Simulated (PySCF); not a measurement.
[Co(H2O)6]3+ (charge 3, multiplicity 3), r2SCAN-D4/def2-TZVP // r2SCAN-D4/def2-SVP run with PySCF. The calculation was stopped at its time limit.

```python
import json, numpy as np
from pyscf import gto, dft
from fastk import lowrank_exchange
atoms = """
Co     0.061070    -0.020528    -0.004724
O      1.166673    -1.374727    -1.034360
H      1.928203    -1.886832    -0.691029
H      1.043290    -1.641728    -1.969075
O      1.577263     1.171912     0.055408
H      1.458897     2.132137     0.234770
H      2.323055     1.074795    -0.579096
O     -0.618854     0.724360    -1.711263
H     -1.431956     0.389578    -2.148085
H     -0.263789     1.445504    -2.274533
O     -1.455920    -1.212313    -0.064436
H     -2.202848    -1.111765     0.568157
H     -1.339648    -2.173335    -0.240741
O      0.739089    -0.764094     1.703312
H      1.551660    -0.430298     2.141902
H      0.383364    -1.486820     2.264085
O     -1.044855     1.333749     1.025827
H     -1.803110     1.849966     0.681546
H     -0.924321     1.595711     1.962294
"""
def scf(charge, spin, dm0=None):
    mol = gto.M(atom=atoms, basis='def2-tzvp', ecp={}, charge=charge, spin=spin, verbose=4, max_memory=5040)
    mf = dft.KS(mol, xc='r2scan').density_fit(auxbasis="def2-universal-jkfit")
    mf.disp = 'd4'
    mf.grids.level = 4
    mf.conv_tol = 1e-8
    mf.max_cycle = 120
    mf.level_shift = 0.25
    mf.kernel(dm0)
    if not mf.converged:
        mf = mf.newton().run(mf.mo_coeff, mf.mo_occ).undo_soscf()
    return mf
mf = scf(3, 2)
lowrank_exchange(mf)  # same exchange matrices as the stock routine, built faster for response steps
mo, _, stable, _ = mf.stability(return_status=True)
if not stable:
    mf.kernel(mf.make_rdm1(mo, mf.mo_occ))
e, occ = np.ravel(mf.mo_energy), np.ravel(mf.mo_occ)
ev = 27.211386245988
occupied, empty = np.sort(e[occ > 0]) * ev, np.sort(e[occ == 0]) * ev
print("highest occupied levels (eV):", np.round(occupied[-6:], 3))
print("lowest empty levels (eV):", np.round(empty[:6], 3))
res = dict(converged=bool(mf.converged), energy=mf.e_tot, dispersion=float(mf.get_dispersion()) if mf.do_disp() else 0.0, nlc=bool(mf.do_nlc()), nao=mf.mol.nao, cycles=mf.cycles,
           occupied=occupied[-8:].tolist(), empty=empty[:8].tolist(), dipole=mf.dip_moment().tolist(), s2=float(mf.spin_square()[0]),
           mulliken=mf.mulliken_pop(verbose=3)[1].tolist(), meta_lowdin=mf.mulliken_meta(verbose=3)[1].tolist())
res["spin_pop"] = mf.mulliken_spin_pop(verbose=3)[1].tolist()
json.dump(res, open("result.json", "w"))
```

The last lines of the output:

```
  alpha nocc = 43  HOMO = -0.803356922838199  LUMO = -0.430896300474274
  beta  nocc = 41  HOMO = -0.789575458640544  LUMO = -0.489483809083424
  HOMO = -0.789575458641  LUMO = -0.489483809083  gap/eV = 8.16591
cycle= 87 E= -1840.21735151852  delta_E= -1.23e-08  |g|= 5.01e-05  |ddm|= 0.000127
  alpha nocc = 43  HOMO = -0.803354720239083  LUMO = -0.430885579055096
  beta  nocc = 41  HOMO = -0.789575207850643  LUMO = -0.489483703500511
  HOMO = -0.789575207851  LUMO = -0.489483703501  gap/eV = 8.16591
cycle= 88 E= -1840.21735153529  delta_E= -1.68e-08  |g|= 0.000134  |ddm|= 0.000392
  alpha nocc = 43  HOMO = -0.803357181013467  LUMO = -0.430881414564751
  beta  nocc = 41  HOMO = -0.789576880922914  LUMO = -0.489489003067966
  HOMO = -0.789576880923  LUMO = -0.489489003068  gap/eV = 8.16581
cycle= 89 E= -1840.21735154926  delta_E= -1.4e-08  |g|= 0.000226  |ddm|= 0.000576
  alpha nocc = 43  HOMO = -0.803359506150816  LUMO = -0.430886647292987
  beta  nocc = 41  HOMO = -0.789578934321311  LUMO = -0.489490255371692
  HOMO = -0.789578934321  LUMO = -0.489490255372  gap/eV = 8.16583
cycle= 90 E= -1840.21735156835  delta_E= -1.91e-08  |g|= 0.000133  |ddm|= 0.00031
  alpha nocc = 43  HOMO = -0.803358272745723  LUMO = -0.43088499019252
  beta  nocc = 41  HOMO = -0.789577322969037  LUMO = -0.489489212621294
  HOMO = -0.789577322969  LUMO = -0.489489212621  gap/eV = 8.16581
cycle= 91 E= -1840.21735158017  delta_E= -1.18e-08  |g|= 0.000118  |ddm|= 0.000285
  alpha nocc = 43  HOMO = -0.803356889094549  LUMO = -0.430886026133848
  beta  nocc = 41  HOMO = -0.789576265624454  LUMO = -0.489486246145042
  HOMO = -0.789576265624  LUMO = -0.489486246145  gap/eV = 8.16587
cycle= 92 E= -1840.21735159052  delta_E= -1.04e-08  |g|= 5.39e-05  |ddm|= 0.000143
  alpha nocc = 43  HOMO = -0.803357070398617  LUMO = -0.430885402312399
  beta  nocc = 41  HOMO = -0.789576270188266  LUMO = -0.489486037398855
  HOMO = -0.789576270188  LUMO = -0.489486037399  gap/eV = 8.16587
cycle= 93 E= -1840.21735159687  delta_E= -6.35e-09  |g|= 4.97e-05  |ddm|= 0.000135
  alpha nocc = 43  HOMO = -0.80335910467378  LUMO = -0.680890082150794
  beta  nocc = 41  HOMO = -0.789577479580217  LUMO = -0.739487893617223
  HOMO = -0.78957747958  LUMO = -0.739487893617  gap/eV = 1.36301
Extra cycle  E= -1840.21735160756  delta_E= -1.07e-08  |g|= 7.04e-05  |ddm|= 0.000337
converged SCF energy = -1840.21735160756  <S^2> = 2.3013229  2S+1 = 3.1945722
```
